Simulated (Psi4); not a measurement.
A dimer, H6Si2 ··· H4N+ (SMILES [SiH3][SiH3] and [NH4+]) (charge +1); the first 8 atoms form monomer A.

```
13

Si    -1.1717    -0.0246     0.0240
Si     1.1717     0.0246    -0.0240
H     -1.7187     1.3422    -0.1563
H     -1.6904    -0.8900    -1.0632
H     -1.6485    -0.5584     1.3230
H      1.6910     0.8728     1.0764
H      1.6484     0.5784    -1.3147
H      1.7184    -1.3450     0.1349
N     -4.5706    -0.0959     0.0932
H     -4.8892    -1.0596     0.2362
H     -3.5460    -0.0743     0.0723
H     -4.9380     0.2571    -0.7962
H     -4.9091     0.4933     0.8607
```

### Question
What interaction energy does Psi4 with SAPT0/jun-cc-pVDZ, frozen core give, and which attractive term is the largest?

### Answer
Total -7.16 kJ/mol: electrostatics 8.68, exchange 23.29, induction -31.73, dispersion -7.39. The most attractive term is induction.
